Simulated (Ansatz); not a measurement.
Geometry optimisation, RKS revPBE-D4/def2-SVP (Ansatz).

Input:

```yaml
crystal:
  periodic: [false, false, false]
  atoms:
    - { symbol: B, position_ang: [0.056454, 0.327711, -0.026925] }
    - { symbol: F, position_ang: [-0.024821, 0.435787, 1.299353] }
    - { symbol: F, position_ang: [1.219549, 0.525298, -0.635483] }
    - { symbol: F, position_ang: [-1.063868, 0.185466, -0.736122] }
    - { symbol: O, position_ang: [0.169133, -2.190752, 0.606302] }
    - { symbol: H, position_ang: [-0.739693, -2.452241, 0.361378] }
    - { symbol: H, position_ang: [0.025046, -1.684869, 1.446097] }
basis:
  gaussian: { orbitals: def2-SVP }
hamiltonian:
  xc: revpbe
  dispersion: d4
relax:
  f_tol: 0.03
  max_steps: 50
```

Launched with:

```bash
$ ansatz run input.yaml --threads 1 --pin off --max-ram 2048MiB --backend cpu --events-out ev --progress --plain --runs-dir out
```

Where does it end, and by what steps?

The run converged. After 6 steps the energy has fallen by 0.241 eV; O5 moved furthest, 0.44 Å.

```json
{"step": "0", "energy less start (eV)": "0.0000", "largest force component (eV/Å)": "0.594", "accepted": "yes"}
{"step": "1", "energy less start (eV)": "-0.0329", "largest force component (eV/Å)": "2.104", "accepted": "yes"}
{"step": "2", "energy less start (eV)": "-0.1222", "largest force component (eV/Å)": "1.927", "accepted": "yes"}
{"step": "3", "energy less start (eV)": "-0.2191", "largest force component (eV/Å)": "0.636", "accepted": "yes"}
{"step": "4", "energy less start (eV)": "-0.2365", "largest force component (eV/Å)": "0.178", "accepted": "yes"}
{"step": "5", "energy less start (eV)": "-0.2401", "largest force component (eV/Å)": "0.034", "accepted": "yes"}
{"step": "6", "energy less start (eV)": "-0.2410", "largest force component (eV/Å)": "0.014", "accepted": "yes"}
```

```xyz
7
Properties=species:S:1:pos:R:3
B 0.042 0.033 0.073
F -0.062 0.545 1.336
F 1.195 0.255 -0.593
F -1.110 -0.014 -0.660
O 0.171 -1.763 0.508
H -0.667 -2.139 0.170
H 0.072 -1.770 1.482
```

Time of the run: 15 s on 1 thread of Intel(R) Xeon(R) Platinum 8259CL CPU @ 2.50GHz (Skylake/Cascade Lake) (shared host), peak memory 0.16 GiB.
